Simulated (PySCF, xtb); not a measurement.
C3H3, SMILES C([CH2])#C, multiplicity 2.

Harmonic wavenumbers (cm⁻¹) from GFN2-xTB (xtb) at its own minimum, in rising order: 289, 338, 487, 608, 656, 967, 1153, 1382, 2104, 3107, 3135, 3395.

**Question.** What does ωB97X-D3(BJ)/def2-TZVP in PySCF give at its own minimum? (The exact figures need the calculation; the answer reports its results.)

**Answer.** 361, 410, 536, 676, 692, 1038, 1083, 1467, 2024, 3181, 3279, 3471. Paired by order, the mean absolute difference is 75 cm⁻¹ and the zero-point energies are 25.2 and 26.0 kcal/mol.
